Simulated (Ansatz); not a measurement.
`SC1C[SiH2]1`, charge 0, multiplicity 1.

**Question.** Give a relaxed structure at PBE0-D4/def2-TZVP (the Gaussian-basis code of Ansatz). (Estimate.)

**Answer.** The calculation gave: 
Cartesian coordinates in Å:
```
S 0.312 1.364 -1.593
C 0.653 0.238 -0.251
C -0.069 -1.124 -0.365
Si -0.608 -0.096 1.068
H 0.227 2.502 -0.885
H 1.706 0.163 0.005
H 0.549 -2.000 -0.203
H -0.743 -1.227 -1.209
H -1.890 0.632 1.010
H -0.136 -0.452 2.423
```
This is one stationary point; other conformers may exist.
